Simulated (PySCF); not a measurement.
Isomers of C8H9Cl and their computed core-level spectra.

Level of theory: delta-SCF UKS SCAN, pcX-2 on the ionised atom, pcseg-1 elsewhere, spin-free X2C (PySCF 2.14.0). Geometries: PBE0-D3(BJ)/def2-SVP; isolated species, one conformer each.

Line lists (1s up to Mg, 2p3/2 beyond; areas count atoms within a level, one atom standing for each set equivalent by bonding):
1. C 1s: 290.02 (area 1), 290.35 (area 1), 290.44 (area 1), 290.49 (area 1), 290.64 (area 1), 290.89 (area 1), 291.69 (area 1), 292.06 (area 1) eV; Cl 2p3/2: 205.61 eV
2. C 1s: 290.02 (area 1), 290.30 (area 1), 290.66 (area 1), 290.66 (area 1), 290.70 (area 1), 290.72 (area 1), 290.73 (area 1), 291.88 (area 1) eV; Cl 2p3/2: 205.82 eV
3. C 1s: 289.78 (area 1), 289.83 (area 1), 289.94 (area 1), 290.22 (area 1), 290.90 (area 2), 290.97 (area 1), 292.06 (area 1) eV; Cl 2p3/2: 205.30 eV

Structures:
A. `C#CC(Cl)=C1CCCC1`
B. `ClCC1=CC2(C=C1)CC2`
C. `C#C[C@]1(CCl)C=CCC1`

Question: Match each list to its structure.

Answer: 
- 1 = C: another candidate has the same counts of sites, so positions decide. C 1s: 290.02 terminal alkyne carbon, 290.35 alkene CH carbon, 290.44 alkene CH carbon, 290.49 alkyne carbon, 290.64 ring CH2 carbon, 290.89 allylic carbon, 291.69 allylic carbon, 292.06 sp3 C–Cl carbon; Cl 2p3/2: 205.61 alkyl chlorine.
- 2 = A: another candidate has the same counts of sites, so positions decide. C 1s: 290.02 terminal alkyne carbon, 290.30 fully substituted alkene carbon, 290.66 ring CH2 carbon, 290.66 ring CH2 carbon, 290.70 allylic carbon, 290.72 alkyne carbon, 290.73 allylic carbon, 291.88 vinylic C–Cl carbon; Cl 2p3/2: 205.82 vinyl chlorine.
- 3 = B: no other candidate has these counts of sites. C 1s: 289.78 alkene CH carbon, 289.83 alkene CH carbon, 289.94 alkene CH carbon, 290.22 fully substituted alkene carbon, 290.90 three-membered-ring carbon (×2), 290.97 sp3 carbon at a ring junction, 292.06 sp3 C–Cl carbon; Cl 2p3/2: 205.30 alkyl chlorine.

The 2p values add to the ΔSCF energy of one spin-free hole a correction within the shell (spin–orbit coupling, ligand field). 3 of these hole states are spin-contaminated (⟨S²⟩ up to 0.91, against 0.75; counted from 0.85) and less certain.
